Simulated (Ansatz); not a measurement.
Energy needed to pull apart CH₄AlBr, singlet, into free ground-state atoms, from the structure below (displaced at random from a GFN2-xTB minimum); no zero-point or spin–orbit terms; open-shell atoms are treated unrestricted, in their ground-state multiplicity.

```
7
angstrom
Al -0.7105 0.2860 -0.6987
C 0.6977 0.0924 0.6533
Br 0.2642 -1.8130 0.6954
H -1.7556 -0.9623 -1.2645
H -0.9406 1.6488 -1.4447
H 0.6552 0.4279 1.7073
H 1.6722 0.0997 0.3535
```

Program: Ansatz 0.2.0. Basis: def2-TZVPP. Cores are frozen in the correlated methods. Filled d shells of the heavier atoms are correlated. The def2 sets are not built for correlating such inner shells, so the correlated values are less sure here. B3LYP uses VWN-RPA correlation.

```tsv
method	atomization energy (kJ/mol)
SPW92	?
PBE-D4	1970
r2SCAN-D4	?
PBE0-D4	1951
B3LYP-D4	1946
wB97M-V	1958
HF	1425
MP2	1927
CCSD	1885
CCSD(T)	1912
```

Question: What does r2SCAN-D4 give? (An estimate is asked for; the value comes from the calculation.)

Answer: The calculation gives: 1967 kJ/mol, which is about 55 kJ/mol more than CCSD(T)/def2-TZVPP.

Question: What does SPW92 give? (An estimate is asked for; the value comes from the calculation.)

Answer: The calculation gives: 2214 kJ/mol, which is about 302 kJ/mol more than CCSD(T)/def2-TZVPP.

In triple zeta the MP2 and coupled-cluster atomization energies are still short of their basis limit by a few kcal/mol a bond, whereas those of the functionals are nearly converged, so these differences are not deviations from converged CCSD(T).

T1 diagnostic: at most 0.009.

For scale, one of the runs: CCSD(T)/def2-TZVPP forces, 177 basis functions (an equivalent command: `ansatz run in.yaml --threads 4`). Time: 3 min of wall clock on 4 CPU threads; the host was shared. Peak host memory: 2.9 GiB.
